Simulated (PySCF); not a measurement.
## Molecular orbitals of CsS⁺

revPBE at R = 3.751 Å; basis Cs def2-SVP with ECP46, S def2-SVP; scalar-relativistic core potentials; PySCF 2.14. State: ³Σ⁻ (triplet), unpaired electrons π ↑↑. Only the outer orbitals are listed, counted within each symmetry, core potentials removing the inner ones.

```json
{"spin": "α", "orbital": "4σ", "occ.": "1", "ε (eV)": "-31.85", "on Cs (%)": "100", "main shells (%)": "100 Cs s"}
{"spin": "α", "orbital": "5σ", "occ.": "1", "ε (eV)": "-21.76", "on Cs (%)": "0", "main shells (%)": "99 S s"}
{"spin": "α", "orbital": "2π", "occ.": "1", "ε (eV)": "-18.36", "on Cs (%)": "100", "main shells (%)": "100 Cs p"}
{"spin": "α", "orbital": "2π", "occ.": "1", "ε (eV)": "-18.36", "on Cs (%)": "100", "main shells (%)": "100 Cs p"}
{"spin": "α", "orbital": "6σ", "occ.": "1", "ε (eV)": "-18.28", "on Cs (%)": "100", "main shells (%)": "100 Cs p"}
{"spin": "α", "orbital": "3π", "occ.": "1", "ε (eV)": "-11.93", "on Cs (%)": "1", "main shells (%)": "99 S p"}
{"spin": "α", "orbital": "3π", "occ.": "1", "ε (eV)": "-11.93", "on Cs (%)": "1", "main shells (%)": "99 S p"}
{"spin": "α", "orbital": "7σ", "occ.": "1", "ε (eV)": "-10.78", "on Cs (%)": "3", "main shells (%)": "96 S p"}
{"spin": "α", "orbital": "8σ", "occ.": "0", "ε (eV)": "-5.36", "on Cs (%)": "99", "main shells (%)": "98 Cs s"}
{"spin": "α", "orbital": "1δ", "occ.": "0", "ε (eV)": "-3.46", "on Cs (%)": "100", "main shells (%)": "100 Cs d"}
{"spin": "α", "orbital": "1δ", "occ.": "0", "ε (eV)": "-3.46", "on Cs (%)": "100", "main shells (%)": "100 Cs d"}
{"spin": "β", "orbital": "4σ", "occ.": "1", "ε (eV)": "-31.85", "on Cs (%)": "100", "main shells (%)": "100 Cs s"}
{"spin": "β", "orbital": "5σ", "occ.": "1", "ε (eV)": "-19.62", "on Cs (%)": "2", "main shells (%)": "97 S s"}
{"spin": "β", "orbital": "2π", "occ.": "1", "ε (eV)": "-18.36", "on Cs (%)": "100", "main shells (%)": "100 Cs p"}
{"spin": "β", "orbital": "2π", "occ.": "1", "ε (eV)": "-18.36", "on Cs (%)": "100", "main shells (%)": "100 Cs p"}
{"spin": "β", "orbital": "6σ", "occ.": "1", "ε (eV)": "-18.27", "on Cs (%)": "98", "main shells (%)": "98 Cs p"}
{"spin": "β", "orbital": "7σ", "occ.": "1", "ε (eV)": "-10.06", "on Cs (%)": "4", "main shells (%)": "95 S p"}
{"spin": "β", "orbital": "3π", "occ.": "0", "ε (eV)": "-9.35", "on Cs (%)": "2", "main shells (%)": "98 S p"}
{"spin": "β", "orbital": "3π", "occ.": "0", "ε (eV)": "-9.35", "on Cs (%)": "2", "main shells (%)": "98 S p"}
{"spin": "β", "orbital": "8σ", "occ.": "0", "ε (eV)": "-5.31", "on Cs (%)": "99", "main shells (%)": "98 Cs s"}
```

Problem. Which are the highest filled and the lowest empty level, where do they sit, and how wide is the gap?

Solution. Highest filled β 7σ at -10.06 eV (in %: 95 S p); lowest empty β 3π at -9.35 eV (in %: 98 S p); the gap at revPBE is 0.71 eV.

- bond order (Mayer): 0.19
- ⟨S²⟩: 2.003
- charge on Cs (Mulliken, basis-dependent): 0.90
- charge on Cs (Löwdin, basis-dependent): 0.77
- dipole moment (positive dipole points towards S; it is taken about the centre of mass and depends on that origin): -2.18 D

Spin–orbit coupling is left out. The state was picked by a PBE0 search and need not be the measured ground state.
